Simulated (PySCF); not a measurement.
Some computed properties have been withheld. Give your best values.

Compound: C8H9F.
SMILES: `FCC1=CC=CC12CC2`

Conformer (atom-mapped SMILES and torsion angles): `[F:1][CH2:2][C:3]1=[CH:4][CH:5]=[CH:6][C:7]12[CH2:8][CH2:9]2`: F1–C2–C3–C4 122°.

| property | level | value |
| --- | --- | --- |
| point group | PBE0-D3(BJ)/def2-SVP | C1 |
| rotational constants A, B, C | PBE0-D3(BJ)/def2-SVP | ? |
| dipole moment | CAM-B3LYP/def2-SVPD | ? |
| HOMO energy | CAM-B3LYP/def2-SVPD | ? |
| LUMO energy | CAM-B3LYP/def2-SVPD | 0.12 eV |
| lowest singlet excitation | TDDFT CAM-B3LYP/def2-SVPD | ? |
| strongest line among the 6 lowest singlet transitions | TDDFT CAM-B3LYP/def2-SVPD | ? |
| static isotropic polarisability | CAM-B3LYP/def2-SVPD | 91.0 au |
| electronic spatial extent ⟨r²⟩ about the centre of nuclear charge | CAM-B3LYP/def2-SVPD | 1103 bohr² |

Electronic properties: PySCF, gas phase, density fitting. Geometry: PBE0-D3(BJ)/def2-SVP, one conformer, isolated molecule.

(1) The rotational constants A, B, C?

(2) The lowest singlet excitation?

(3) What is the strongest line among the 6 lowest singlet transitions?

(4) Give the HOMO energy.

(5) The dipole moment?

Answers

(1) 2.370, 1.645, 1.101 GHz.

(2) 4.81 eV (258 nm, f = 0.101).

(3) S2 at 6.11 eV (203 nm, f = 0.189).

(4) -7.64 eV.

(5) 1.57 D.

In atomic units the dipole is 0.62 e·bohr (1 au = 2.5417 D). A dipole of 1.57 D is allowed in C1, and pure rotational transitions are dipole-allowed. The rotational constants make it an asymmetric top with κ = (2B − A − C)/(A − C) = -0.14, nearer the prolate limit (−1).

For the TDDFT job (CAM-B3LYP/def2-SVPD), cost: about 1.7 min of CPU time on one thread; the machine was shared, so the figure is rough.
